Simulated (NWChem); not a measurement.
Correlation energy of CF$_{2}$

```
C
F 1 1.2986
F 1 1.2986 2 104.83
```
Charge 0, spin multiplicity 1.

Program: NWChem. The geometry was optimised at B3LYP/def2-SVP, a minimum by its harmonic frequencies.

Basis set: 6-311G**. Each correlation energy counts from its own Hartree-Fock reference.

The correlated methods keep 3 core orbitals frozen. The Pople sets run with spherical d functions. The structure started from a generated list of species. Coupled-cluster values serve here as a point of comparison, not as the truth.

Q: Order these methods by the correlation energy they give, lowest first: CR-CCSD[T], SCS-MP2, MP2, CCSD+T(CCSD), CCSD, CCSD(T).

A: CCSD+T(CCSD) (-552.4 mHa), CCSD(T) (-550.6 mHa), CR-CCSD[T] (-548.9 mHa), CCSD (-534.4 mHa), MP2 (-524.6 mHa), SCS-MP2 (-506.9 mHa)
